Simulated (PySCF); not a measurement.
## 3'-bromoacetophenone, C$_{8}$H$_{7}$BrO

Cartesian coordinates in Å; atom numbers follow the order of the lines, from 1:
```xyz
17

C    -3.178   -0.340   -0.270
C    -2.249   -1.509   -0.473
O    -2.674   -2.634   -0.608
C    -0.770   -1.252   -0.507
C     0.082   -2.346   -0.693
C     1.459   -2.163   -0.732
C     2.005   -0.888   -0.585
C     1.152    0.199   -0.399
Br    1.880    1.929   -0.200
C    -0.229    0.030   -0.358
H    -4.211   -0.705   -0.273
H    -2.969    0.166    0.686
H    -3.051    0.407   -1.069
H    -0.371   -3.333   -0.806
H     2.124   -3.018   -0.877
H     3.085   -0.734   -0.614
H    -0.870    0.900   -0.212
```

The calculation used PySCF 2.14.0, quadratic response CAM-B3LYP/aug-cc-pVDZ first hyperpolarisability, Taylor convention, gas phase. Geometry: PBE0-D3(BJ)/def2-SVP.

The calculation is non-relativistic, which matters for the atoms heavier than Zn.

**Question.** Give β for the processes computed.

**Answer.** In au, Taylor convention; the vector part is βᵢ = ⅓ Σⱼ (βᵢⱼⱼ + βⱼᵢⱼ + βⱼⱼᵢ); β∥ is 3/5 of the vector part along the dipole, the dipole points from − to +:
```tsv
process	λ (nm)	β vector norm	β∥	β HRS	depolarisation ratio
static β(0;0,0)	∞	205.0	86.3	100.4	3.29
second harmonic β(−2ω;ω,ω)	1907	230.7	100.1	110.7	3.46
Pockels β(−ω;ω,0)	1907	213.1	90.7	–	–
second harmonic β(−2ω;ω,ω)	1064	303.7	139.0	139.9	3.89
Pockels β(−ω;ω,0)	1064	232.7	101.1	–	–
```

**Question.** Which lowest excitations, dipole and polarisabilities go with it?

**Answer.** S1 3.96 eV (f = 0.000); S2 4.76 eV (f = 0.029); S3 5.38 eV (f = 0.103); dipole 1.37 D; isotropic α 119.2 au static, 119.7 au at 1907 nm, 120.8 au at 1064 nm, 121.2 au at 953.5 nm, 126.1 au at 532 nm.
